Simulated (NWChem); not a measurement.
System: C2H7NOSi; SMILES OC/C=N/[SiH3]

```xyz
12

O      0.4817     2.8317     0.0840
C     -0.4922     1.8417    -0.0842
C      0.0927     0.4577    -0.1904
N     -0.5206    -0.5793     0.1934
Si     0.0843    -2.2179     0.0487
H      0.8702     2.7251     0.9584
H     -1.2727     1.8392     0.6999
H     -1.0038     2.0580    -1.0394
H      1.1081     0.4488    -0.6541
H      0.1255    -2.8241     1.4112
H     -0.8649    -2.9954    -0.7994
H      1.4567    -2.2732    -0.5613
```
Atoms are numbered in this order, from 1.

All runs: NWChem. Pople sets run with spherical d functions. Structure relaxed at the PBE0/def2-SVP level. Not confirmed as a minimum by frequencies. B3LYP is NWChem's, with the RPA form of VWN correlation. GIAO values for the isolated, static molecule; σ is the absolute isotropic shielding, δ = σ(reference) − σ with the isolated reference molecule computed at the same levels (13C: tetramethylsilane, 1H: tetramethylsilane, 17O: water, 29Si: tetramethylsilane).

| level | δ O1 (ppm) | δ C2 (ppm) | δ C3 (ppm) | δ Si5 (ppm) | δ H6 (ppm) | δ H7 (ppm) | δ H8 (ppm) |
|---|---|---|---|---|---|---|---|
| PBE0/pcSseg-1 | 24.8 | 73.6 | 192.8 | -43.2 | 0.47 | 4.09 | 4.28 |
| Hartree-Fock/6-31G* | … | … | … | … | … | … | … |
| B3LYP/6-311G** | 35.0 | 74.7 | 189.3 | -45.8 | 0.21 | 4.16 | 4.26 |

Task: Complete the blanks.

Result: 
- Hartree-Fock/6-31G*, δ O1 (ppm): -1.4
- Hartree-Fock/6-31G*, δ C2 (ppm): 62.2
- Hartree-Fock/6-31G*, δ C3 (ppm): 177.9
- Hartree-Fock/6-31G*, δ Si5 (ppm): -26.7
- Hartree-Fock/6-31G*, δ H6 (ppm): 0.51
- Hartree-Fock/6-31G*, δ H7 (ppm): 3.98
- Hartree-Fock/6-31G*, δ H8 (ppm): 4.06
